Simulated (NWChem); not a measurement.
System: BHSeClF; SMILES ClB([SeH])F

NWChem input:

```
start job
memory heap 200 mb stack 900 mb global 1100 mb
geometry units angstroms noautoz
  B     -0.428745    -0.593171     0.000000
  Cl     0.713647    -1.922169     0.000000
  F     -1.718824    -0.863019     0.000000
  Se     0.225401     1.227229     0.000000
  H     -1.122678     1.815053     0.000000
end
basis spherical
  B library def2-svpd
  Cl library def2-svpd
  F library def2-svpd
  Se library def2-svpd
  H library def2-svpd
end
dft
  xc m06-2x
  iterations 150
  vectors input atomic output neutral.movecs
end
task dft energy
charge 1
dft
  odft
  mult 2
  vectors input atomic output cation.movecs
end
task dft energy
charge -1
dft
  odft
  mult 2
  vectors input atomic output anion.movecs
end
task dft energy
```

Coordinates come from a PBE0/def2-SVP optimisation.

Ions are spin-unrestricted doublets at the neutral geometry; other ion states weren't tried.

Predict the main results of this run. (M06-2X/def2-SVPD, vertical spin-unrestricted ions.) Quantities: vertical ionisation energy, ΔSCF (eV); −ε(HOMO) (eV).


- vertical ionisation energy, ΔSCF (eV) = 10.21
- −ε(HOMO) (eV) = 9.00
